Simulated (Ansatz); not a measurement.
Input file for Ansatz (a first-principles code): R-BLYP/def2-TZVPP on C2H4F2 (SMILES FCCF), a point of a torsion scan.

Ansatz 0.2 input:
```yaml
crystal:
  periodic: [false, false, false]
  atoms:
    - {symbol: F, position_ang: [1.37524410, 0.68516667, -0.82056758]}
    - {symbol: C, position_ang: [0.75033125, -0.14148708, 0.07703858]}
    - {symbol: C, position_ang: [-0.76630123, 0.02420209, -0.01600244]}
    - {symbol: F, position_ang: [-1.35548498, -1.16776455, -0.35024952]}
    - {symbol: H, position_ang: [1.13797459, 0.12018053, 1.06518628]}
    - {symbol: H, position_ang: [1.03042480, -1.16751285, -0.18184488]}
    - {symbol: H, position_ang: [-1.21012667, 0.33688547, 0.93291467]}
    - {symbol: H, position_ang: [-1.01601281, 0.73904014, -0.80647446]}
basis:
  gaussian:
    orbitals: def2-TZVPP
hamiltonian:
  xc: {name: BLYP}
scf: {lower_state_search: off}
```

Output:

```
WARN ansatz: RAYON_NUM_THREADS=1 ignored (pool sized by the plan → 1); use --threads N
Functional definition: BLYP
these checks for a lower state are left out or cut short: stability, starts, cluster_reference, orbital_swaps, neighbouring_geometries, increment
integrals: 0.07 GiB planned
908 factors; their error is unknown
mean field: 0.61 GiB planned
mean field evaluation 1: about -7568.5162 eV, gradient 5.2e1 eV
mean field evaluation 2: about -7563.4694 eV, gradient 7.0e1 eV
mean field evaluation 4: about -7574.3346 eV, gradient 1.1e0 eV
mean field evaluation 8: about -7574.3340 eV, gradient 2.8e-2 eV
mean field evaluation 16: about -7574.3048 eV, gradient 5.2e-5 eV
mean field -7574.30475428 eV, -278.3505656718 hartree, gradient 4.4e-6 eV, S^2 0.000000; 0 other end points of the search recorded, 0 dependent functions left out
reference -7574.30505081 eV, -278.3505765690 hartree; 17, 17 occupied and 163, 163 virtual orbitals, 908 factors
Total energy: -7574.30505081 eV, -278.3505765690 hartree
Checks for a lower state left out: stability, starts, cluster_reference, orbital_swaps, neighbouring_geometries, increment
```

The run converged.

Cost: roughly 1.7 core-seconds.
